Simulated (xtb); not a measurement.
BiCl3, SMILES [Cl][Bi]([Cl])[Cl]. All values are semi-empirical tight-binding results from xtb (GFN2-xTB unless named), good for trends rather than for accurate numbers. Coordinates come from a GFN2-xTB optimisation. The isomer is the one that the SMILES or the coordinates give; other isomers of the formula were not compared.

Optimised geometry:

Bonds (Å): Bi1–Cl2 2.473, Bi1–Cl3 2.473, Bi1–Cl4 2.473. Angles (°): Cl2–Bi1–Cl3 94.1, Cl2–Bi1–Cl4 94.1, Cl3–Bi1–Cl4 94.1.
Charge 0, spin multiplicity 1.

For metal compounds this method's bond lengths and energies can be far off.

Problem. Estimate the properties. (Estimate from the structure and the level; the computed values follow.)

Solution. 
point group as xtb finds it: C3v
orbital gap: 5.36 eV
zero-point energy: 1.6 kcal/mol
G − E(el) at 298.15 K (modified RRHO): -19.3 kcal/mol

Computed atomic charges and the Wiberg bond orders between heavy atoms:
charges (e) Bi1 0.86, Cl2 -0.29, Cl3 -0.29, Cl4 -0.29. Bond orders Bi1–Cl2 0.91, Bi1–Cl3 0.91, Bi1–Cl4 0.91.
